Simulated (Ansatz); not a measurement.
ClH3S2Si, SMILES `SS[SiH2]Cl` at its PBE0-D4/def2-TZVP geometry, where that method's forces vanish. Charge 0, multiplicity 1.

```csv
atom,x (Å),y (Å),z (Å)
S1,-1.562,-1.378,-0.689
S2,-0.127,-0.159,-1.538
Si3,0.431,0.885,0.230
Cl4,1.375,-0.353,1.567
H5,-0.741,-2.363,-0.282
H6,1.389,1.934,-0.190
H7,-0.764,1.434,0.902
```

(1) For each bond, give half the difference of the two atoms' forces along it (eV/Å; positive pushes the atoms apart) under PBE-D4, r2SCAN-D4, B3LYP-D4, ωB97M-V in def2-TZVPP. (Best estimate.)

Answers

(1) Computed: 
```
   bond  length (Å)  PBE-D4  r2SCAN-D4  B3LYP-D4  ωB97M-V
  S1–S2       2.065    0.30       0.16      0.39     0.17
  S1–H5       1.346    0.27       0.02     -0.04    -0.13
 S2–Si3       2.128    0.11       0.04      0.13     0.04
Si3–Cl4       2.052    0.19       0.06      0.22     0.10
 Si3–H6       1.482    0.08      -0.03     -0.16    -0.16
 Si3–H7       1.477    0.07      -0.03     -0.13    -0.16
```

B3LYP here is the variant with VWN-RPA as its local correlation; programs differ in this.
